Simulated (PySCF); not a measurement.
**Stretching BI⁻**

Set-up: PySCF, scalar-relativistic core potentials, basis sets B aug-cc-pVDZ, I aug-cc-pVDZ-PP with ECP28. Energies in eV from B + I⁻ in their ground configurations at the same level. State: ²Π (doublet), unpaired electrons π ↑.

```json
{"R (Å)": "2.063", "PBE0": "-0.808", "PBE": "-1.014"}
{"R (Å)": "2.159", "PBE0": "-1.022", "PBE": "-1.226"}
{"R (Å)": "2.255", "PBE0": "-1.132", "PBE": "-1.335"}
{"R (Å)": "2.327", "PBE0": "-1.169", "PBE": "-1.369"}
{"R (Å)": "2.399", "PBE0": "-1.177", "PBE": "-1.375"}
{"R (Å)": "2.471", "PBE0": "-1.165", "PBE": "-1.360"}
{"R (Å)": "2.567", "PBE0": "-1.126", "PBE": "-1.317"}
{"R (Å)": "2.687", "PBE0": "-1.055", "PBE": "-1.240"}
{"R (Å)": "2.831", "PBE0": "-0.954", "PBE": "-1.130"}
{"R (Å)": "3.023", "PBE0": "-0.812", "PBE": "-0.977"}
```

Problem. Put a parabola through the three lowest points of the PBE0 curve and estimate Re, k and ωe (reduced mass 10.13 u; 1 eV/Å² = 0.16022 mdyn/Å; ωe = 1302.8·√(k/μ) cm⁻¹).

Solution. Through R = 2.327, 2.399, 2.471 Å the second-order coefficient is 1.93 eV/Å², so Re ≈ 2.392 Å, k ≈ 0.618 mdyn/Å and ωe ≈ 322 cm⁻¹. A polynomial fit of higher order to the unrounded PBE0 energies gives Re = 2.388 Å, k = 0.662 mdyn/Å, ωe = 333 cm⁻¹; anharmonicity and rounding make the difference.

The higher-order fit for each curve: PBE0: Re = 2.388 Å, ωe = 333 cm⁻¹, De = 1.18 eV; PBE: Re = 2.380 Å, ωe = 343 cm⁻¹, De = 1.38 eV.

These are scalar-relativistic numbers at best; spin–orbit coupling would shift them, the dissociation energy most. For an ion De counts to the pair picked by the measured ionisation energies or electron affinities, which need not be the lowest pair at this level. The highest Kohn–Sham level is positive in this anion. Much of that is self-interaction error, but it also means that the finite basis helps to hold the extra electron. The state was picked by a PBE0 search and need not be the measured ground state.
